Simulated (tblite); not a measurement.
C₅H₇F₂O (doublet state).
SMILES with atom numbers: `[CH3:1][C:2](=[O:3])[C:4]([F:5])[CH2:6][CH2:7][F:8]` (hydrogens: H9, H10, H11 on C1; H12, H13 on C6; H14, H15 on C7)
Bond orders are those of one Lewis drawing.

Computed with GFN2-xTB (tblite), gas phase: L-BFGS steps from a force-field or distance-geometry start until the largest atomic force falls under 0.01 eV/Å.

Step 2: E = -754.8542 eV
```
atom  x, y, z in Å  |  force x, y, z in eV/Å
C1     -2.3985   -0.5852    0.5701    0.208   0.016  -0.042
C2     -1.1564   -0.0294   -0.1024   -0.347  -0.181   0.177
O3     -1.0950    0.1333   -1.3174    0.162   0.047  -0.211
C4     -0.0536    0.3154    0.7389    0.135   0.250  -0.189
F5     -0.1935    0.1899    2.0639    0.174   0.021  -0.146
C6      1.2244    0.8791    0.2095   -0.271  -0.089  -0.028
C7      2.0521   -0.1796   -0.5497   -0.081   0.106   0.131
F8      2.4696   -1.1262    0.3474    0.057  -0.071  -0.111
H9     -2.1236   -1.2727    1.3644   -0.022   0.062   0.115
H10    -2.9814    0.2395    0.9830    0.062  -0.096   0.027
H11    -3.0031   -1.1133   -0.1618    0.000   0.089  -0.058
H12     0.9993    1.6930   -0.4904   -0.047  -0.180  -0.009
H13     1.8285    1.2748    1.0219    0.038  -0.033   0.180
H14     1.4807   -0.6848   -1.3331   -0.131   0.023   0.111
H15     2.9461    0.2741   -0.9851    0.061   0.034   0.052
```

Step 3: E = -754.8637 eV
```
atom  x, y, z in Å  |  force x, y, z in eV/Å
C1     -2.3956   -0.5858    0.5699    0.093  -0.030  -0.037
C2     -1.1601   -0.0318   -0.1007   -0.153  -0.061  -0.048
O3     -1.0911    0.1339   -1.3177    0.083   0.000  -0.109
C4     -0.0564    0.3196    0.7343    0.038   0.170  -0.134
F5     -0.1877    0.1912    2.0562    0.118  -0.009   0.051
C6      1.2167    0.8784    0.2128    0.090  -0.008  -0.072
C7      2.0509   -0.1774   -0.5472   -0.064   0.044   0.050
F8      2.4712   -1.1283    0.3447    0.040  -0.037  -0.097
H9     -2.1244   -1.2701    1.3667    0.000   0.016   0.123
H10    -2.9789    0.2358    0.9832    0.028  -0.026   0.048
H11    -3.0023   -1.1101   -0.1624   -0.006   0.054  -0.060
H12     0.9981    1.6885   -0.4913   -0.053  -0.125  -0.026
H13     1.8298    1.2737    1.0255   -0.091  -0.072   0.085
H14     1.4770   -0.6846   -1.3305   -0.087   0.064   0.137
H15     2.9484    0.2751   -0.9841   -0.037   0.019   0.090
```

Step 4: E = -754.8689 eV
```
atom  x, y, z in Å  |  force x, y, z in eV/Å
C1     -2.3928   -0.5871    0.5692   -0.018  -0.047   0.000
C2     -1.1637   -0.0337   -0.1018    0.043   0.036  -0.090
O3     -1.0875    0.1340   -1.3187    0.014  -0.030  -0.116
C4     -0.0587    0.3247    0.7292   -0.022   0.091   0.009
F5     -0.1819    0.1919    2.0524    0.081  -0.017   0.059
C6      1.2146    0.8783    0.2139    0.179   0.010  -0.076
C7      2.0491   -0.1755   -0.5452    0.002  -0.007   0.006
F8      2.4729   -1.1303    0.3414    0.025  -0.023  -0.069
H9     -2.1248   -1.2682    1.3703    0.014   0.001   0.087
H10    -2.9768    0.2330    0.9841    0.024   0.002   0.044
H11    -3.0019   -1.1071   -0.1638   -0.013   0.018  -0.052
H12     0.9963    1.6837   -0.4925   -0.037  -0.052  -0.058
H13     1.8285    1.2714    1.0289   -0.129  -0.067   0.052
H14     1.4732   -0.6832   -1.3264   -0.078   0.072   0.112
H15     2.9490    0.2760   -0.9817   -0.084   0.014   0.092
```

Problem. Estimate the geometry and energy of step 5. (The exact step hangs on the optimiser's Hessian estimate; all steps are aligned on step 4, rigid shifts and turns removed.)

Solution. E = -754.8730 eV, largest force 0.197 eV/Å
```
atom  x, y, z in Å  |  force x, y, z in eV/Å
C1     -2.3909   -0.5891    0.5688   -0.057  -0.030   0.011
C2     -1.1656   -0.0345   -0.1044    0.148   0.091  -0.092
O3     -1.0842    0.1335   -1.3216   -0.036  -0.056  -0.074
C4     -0.0611    0.3308    0.7255   -0.022   0.032   0.069
F5     -0.1752    0.1923    2.0495    0.040  -0.024   0.054
C6      1.2154    0.8782    0.2136    0.127   0.011  -0.032
C7      2.0480   -0.1741   -0.5432    0.036  -0.054  -0.016
F8      2.4748   -1.1325    0.3373    0.018  -0.028  -0.026
H9     -2.1250   -1.2664    1.3749    0.022  -0.007   0.032
H10    -2.9745    0.2306    0.9857    0.021   0.020   0.034
H11    -3.0017   -1.1042   -0.1659   -0.016  -0.016  -0.032
H12     0.9942    1.6786   -0.4948   -0.008   0.013  -0.083
H13     1.8252    1.2684    1.0329   -0.122  -0.041   0.032
H14     1.4683   -0.6807   -1.3208   -0.075   0.065   0.063
H15     2.9480    0.2772   -0.9780   -0.077   0.023   0.059
```

The energy changes by -0.0041 eV. The first-order estimate −F·Δx gives -0.0057 eV and the mean of the old and new forces, exact on a quadratic surface, -0.0041 eV. The step makes an angle of 46° with the force vector and moves no atom by more than 0.008 Å.

The cost below is that of the whole relaxation. Hardware: one thread of an Intel Xeon 6975P-C, on a shared host. Cost: 0.26 s.
